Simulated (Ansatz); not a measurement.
# Worked example: a bond strength in GaH2OF (SMILES [OH][GaH][F])

GaH2OF: 5 atoms, total charge 0, spin state singlet. As SMILES, `[OH][GaH][F]`. The shape was relaxed beforehand at wB97X-V/def2-SVP. This is one conformer, not always the lowest.

```xyz
5

O    -1.1260   -0.5916   -0.2797
Ga    0.3835    0.2847    0.0129
F     0.4437    1.7836   -0.8817
H    -1.2194   -1.4292    0.1877
H     1.5681   -0.1213    0.9196
```

Wanted: the dissociation energy of the H4–O1 bond into doublet H and doublet GaHOF (shapes relaxed at wB97X-V/def2-SVP, no zero-point term). 1 Eh = 2625.50 kJ/mol = 27.2114 eV. Totals in Eh; open shells run unrestricted unless said.

| level | program | GaH2OF | doublet H | doublet GaHOF |
| --- | --- | --- | --- | --- |
| PBE/def2-TZVPP | Ansatz | -2100.804469 | -0.499616 | -2100.111720 |
| r2SCAN/def2-TZVPP | Ansatz | -2101.184944 | -0.499927 | -2100.494116 |
| B3LYP/def2-TZVPP | Ansatz | -2101.324942 | -0.502154 | -2100.630556 |

Q: Work out the dissociation energy at each level.

A: 
1. PBE/def2-TZVPP: (-0.499616) + (-2100.111720) − (-2100.804469) = 0.193133 Eh = 507.1 kJ/mol = 5.26 eV.
2. r2SCAN/def2-TZVPP: (-0.499927) + (-2100.494116) − (-2101.184944) = 0.190901 Eh = 501.2 kJ/mol = 5.19 eV.
3. B3LYP/def2-TZVPP: (-0.502154) + (-2100.630556) − (-2101.324942) = 0.192232 Eh = 504.7 kJ/mol = 5.23 eV.

The levels span 501 to 507 kJ/mol; no measured value is set beside them. A bond enthalpy at 298 K also holds the loss of zero-point energy and thermal terms.
